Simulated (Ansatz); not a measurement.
Ni2H4⁻. Charge -1, multiplicity 2. Geometry PBE-D4/def2-TZVPD.

```xyz
6

Ni    0.1434   -1.1805   -1.0038
Ni   -0.4771    0.5693    0.4045
H     0.1921    1.8142    0.9885
H     1.3742   -1.9936   -1.4801
H    -1.2782   -0.4121   -0.6037
H     0.0456    1.2028    1.6947
```

HSE06 is defined as in plane-wave codes, on full-range PBE exchange. At PBE-D4/def2-TZVPD, r2SCAN-D4/def2-TZVPD, HSE06-D4/def2-TZVPD the highest occupied level of the charge -1 doublet lies above zero (up to 1.10 eV). The electron is either unbound and held by the finite basis, or the level is raised by self-interaction error. In the doublet, H3 and H6 lie 0.95 Å apart (atoms count from 1), so these atoms are partly bonded to each other. Another isomer (quartet) lies 0.17 eV lower at PBE0-D4/def2-TZVPD; other spin states weren't run for this one.

Estimate the α-spin orbital energies around the gap (eV) in Ansatz with PBE-D4/def2-TZVPD, r2SCAN-D4/def2-TZVPD, PBE0-D4/def2-TZVPD, HSE06-D4/def2-TZVPD, ωB97M-V/def2-TZVPD.


```json
{"orbital": "HOMO−5", "PBE-D4/def2-TZVPD": "-0.12", "r2SCAN-D4/def2-TZVPD": "-0.27", "PBE0-D4/def2-TZVPD": "-1.54", "HSE06-D4/def2-TZVPD": "-1.13", "ωB97M-V/def2-TZVPD": "-3.97"}
{"orbital": "HOMO−4", "PBE-D4/def2-TZVPD": "0.16", "r2SCAN-D4/def2-TZVPD": "-0.09", "PBE0-D4/def2-TZVPD": "-1.44", "HSE06-D4/def2-TZVPD": "-1.04", "ωB97M-V/def2-TZVPD": "-3.83"}
{"orbital": "HOMO−3", "PBE-D4/def2-TZVPD": "0.25", "r2SCAN-D4/def2-TZVPD": "0.14", "PBE0-D4/def2-TZVPD": "-1.09", "HSE06-D4/def2-TZVPD": "-0.68", "ωB97M-V/def2-TZVPD": "-3.56"}
{"orbital": "HOMO−2", "PBE-D4/def2-TZVPD": "0.34", "r2SCAN-D4/def2-TZVPD": "0.37", "PBE0-D4/def2-TZVPD": "-0.80", "HSE06-D4/def2-TZVPD": "-0.39", "ωB97M-V/def2-TZVPD": "-3.27"}
{"orbital": "HOMO−1", "PBE-D4/def2-TZVPD": "0.46", "r2SCAN-D4/def2-TZVPD": "0.47", "PBE0-D4/def2-TZVPD": "-0.70", "HSE06-D4/def2-TZVPD": "-0.29", "ωB97M-V/def2-TZVPD": "-3.16"}
{"orbital": "HOMO", "PBE-D4/def2-TZVPD": "0.62", "r2SCAN-D4/def2-TZVPD": "0.55", "PBE0-D4/def2-TZVPD": "-0.37", "HSE06-D4/def2-TZVPD": "0.03", "ωB97M-V/def2-TZVPD": "-2.60"}
{"orbital": "LUMO", "PBE-D4/def2-TZVPD": "2.39", "r2SCAN-D4/def2-TZVPD": "2.62", "PBE0-D4/def2-TZVPD": "3.15", "HSE06-D4/def2-TZVPD": "2.81", "ωB97M-V/def2-TZVPD": "4.38"}
{"orbital": "LUMO+1", "PBE-D4/def2-TZVPD": "2.97", "r2SCAN-D4/def2-TZVPD": "3.26", "PBE0-D4/def2-TZVPD": "3.65", "HSE06-D4/def2-TZVPD": "3.32", "ωB97M-V/def2-TZVPD": "4.60"}
{"orbital": "LUMO+2", "PBE-D4/def2-TZVPD": "3.45", "r2SCAN-D4/def2-TZVPD": "3.78", "PBE0-D4/def2-TZVPD": "4.01", "HSE06-D4/def2-TZVPD": "3.70", "ωB97M-V/def2-TZVPD": "4.86"}
{"orbital": "LUMO+3", "PBE-D4/def2-TZVPD": "3.83", "r2SCAN-D4/def2-TZVPD": "4.43", "PBE0-D4/def2-TZVPD": "4.48", "HSE06-D4/def2-TZVPD": "4.17", "ωB97M-V/def2-TZVPD": "5.33"}
{"orbital": "LUMO+4", "PBE-D4/def2-TZVPD": "4.07", "r2SCAN-D4/def2-TZVPD": "4.46", "PBE0-D4/def2-TZVPD": "4.64", "HSE06-D4/def2-TZVPD": "4.31", "ωB97M-V/def2-TZVPD": "5.60"}
{"orbital": "LUMO+5", "PBE-D4/def2-TZVPD": "4.67", "r2SCAN-D4/def2-TZVPD": "5.40", "PBE0-D4/def2-TZVPD": "5.15", "HSE06-D4/def2-TZVPD": "4.84", "ωB97M-V/def2-TZVPD": "5.92"}
{"orbital": "β HOMO", "PBE-D4/def2-TZVPD": "1.04", "r2SCAN-D4/def2-TZVPD": "1.10", "PBE0-D4/def2-TZVPD": "-0.06", "HSE06-D4/def2-TZVPD": "0.34", "ωB97M-V/def2-TZVPD": "-2.34"}
{"orbital": "β LUMO", "PBE-D4/def2-TZVPD": "1.27", "r2SCAN-D4/def2-TZVPD": "1.98", "PBE0-D4/def2-TZVPD": "3.15", "HSE06-D4/def2-TZVPD": "2.80", "ωB97M-V/def2-TZVPD": "4.41"}
```
